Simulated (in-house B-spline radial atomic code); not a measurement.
Inner levels of thulium as electrons are removed. A shift is the extra binding of the orbital against the neutral atom ([Xe] 4f5/2(6) 4f7/2(7) 6s2). The density at the nucleus is averaged over the nuclear charge. Computed with a B-spline radial code for spherical atoms: Dirac-Hartree-Fock, jj configuration that fills j = l - 1/2 first, finite nuclei.

A number in brackets counts the electrons of a j subshell.

| ion | configuration | shift of 1s1/2 (eV) | radius of 1s1/2 (bohr) | Σ<r²> (bohr²) | change of density at nucleus (bohr⁻³) |
| --- | --- | --- | --- | --- | --- |
| Tm52+ | [Ne] 3s2 3p1/2(2) 3p3/2(3) | 3678.51 | 0.020005 | 0.38309 | 348.62 |
| Tm53+ | [Ne] 3s2 3p1/2(2) 3p3/2(2) | 3851.26 | 0.020003 | 0.33241 | 933.38 |
| Tm54+ | [Ne] 3s2 3p1/2(2) 3p3/2(1) | 4025.9 | 0.020001 | 0.28277 | 1527.04 |
| Tm55+ | [Ne] 3s2 3p1/2(2) | 4202.44 | 0.019998 | 0.23416 | 2129.61 |
| Tm56+ | [Ne] 3s2 3p1/2(1) | ? | ? | ? | ? |
| Tm57+ | [Ne] 3s2 | 4589.18 | 0.019991 | 0.14852 | 1911.38 |
| Tm58+ | [Ne] 3s1 | 4767.02 | 0.01999 | 0.1023 | -11681.1 |
| Tm59+ | [He] 2s2 2p6 | 4946.47 | 0.019989 | 0.05687 | -25561.8 |
| Tm60+ | [He] 2s2 2p1/2(2) 2p3/2(3) | 5361.97 | 0.019977 | 0.049326 | -24001.2 |
| Tm61+ | [He] 2s2 2p1/2(2) 2p3/2(2) | 5781.97 | 0.019966 | 0.041981 | -22417.7 |
| Tm62+ | [He] 2s2 2p1/2(2) 2p3/2(1) | ? | ? | ? | ? |
| Tm63+ | [He] 2s2 2p1/2(2) | 6635.43 | 0.019942 | 0.027864 | -19181.9 |
| Tm64+ | [He] 2s2 2p1/2(1) | 7121.68 | 0.019925 | 0.022067 | -19999.7 |
| Tm65+ | [He] 2s2 | ? | ? | ? | ? |
| Tm66+ | [He] 2s1 | 8024.67 | 0.019906 | 0.0086918 | -75758.7 |
| Tm67+ | 1s2 | 8438.84 | 0.019897 | 0.0010825 | -131733 |
| Tm68+ | 1s1 | 9737.37 | 0.019773 | 0.00053428 | -501882 |

**Question.** Fill in the row of Tm56+.

**Answer.** shift of 1s1/2 (eV): 4394.71; radius of 1s1/2 (bohr): 0.019995; Σ<r²> (bohr²): 0.19087; change of density at nucleus (bohr⁻³): 2026.07.

**Question.** Fill in the row of Tm62+.

**Answer.** shift of 1s1/2 (eV): 6206.46; radius of 1s1/2 (bohr): 0.019954; Σ<r²> (bohr²): 0.034829; change of density at nucleus (bohr⁻³): -20811.3.

**Question.** Fill in the row of Tm65+.

**Answer.** shift of 1s1/2 (eV): 7613.75; radius of 1s1/2 (bohr): 0.019907; Σ<r²> (bohr²): 0.016441; change of density at nucleus (bohr⁻³): -20890.2.
